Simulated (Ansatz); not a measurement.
`N#COC(F)[SiH3]` + `[SH][GeH3]` → `N#C[S][GeH3]` + `OC(F)[SiH3]`  (substitution at a C–O bond)

Isolated molecules relaxed with PBE0-D4/def2-TZVP in Ansatz; ΔE leaves out vibrations. CCSD(T)/CBS is the MP2 limit (def2-TZVPP, def2-QZVPP) plus CCSD(T) − MP2 in def2-TZVPP, frozen cores. DFT in def2-TZVPP. B3LYP here is the variant with VWN-RPA as its local correlation; programs differ in this. For Ge outer-core shells are correlated without core-valence functions, which leaves a few kJ/mol of doubt a bond. Scalar relativity is left out up to krypton. One conformer a species, not always the lowest.

(1) Is it downhill or uphill in electronic energy at CCSD(T)/CBS, and by how much? (An estimate is asked.)

(2) What do these levels give: r2SCAN-D4, PBE0-D4, ωB97X-V, ωB97M-V, r2SCAN, B3LYP, HF/def2-TZVPP, MP2/def2-TZVPP, CCSD/def2-TZVPP, HF/def2-QZVPP, HF/CBS(def2), MP2/CBS(def2)? (Best estimate.)

Largest T1 diagnostic among the species: 0.014.

## Answers

(1) The calculation gave: Downhill: ΔE = -16.0 kcal/mol.

(2) Computed: r2SCAN-D4 -14.9, PBE0-D4 -14.8, ωB97X-V -13.9, ωB97M-V -14.8, r2SCAN -14.9, B3LYP -14.4, HF/def2-TZVPP -11.5, MP2/def2-TZVPP -17.1, CCSD/def2-TZVPP -14.4, HF/def2-QZVPP -11.5, HF/CBS(def2) -11.5, MP2/CBS(def2) -18.1 kcal/mol.

In def2-TZVPP, CCSD(T) changes the Hartree–Fock value by −3.4 kcal/mol (the triples alone add −0.5 kcal/mol) and MP2 by −5.5 kcal/mol.
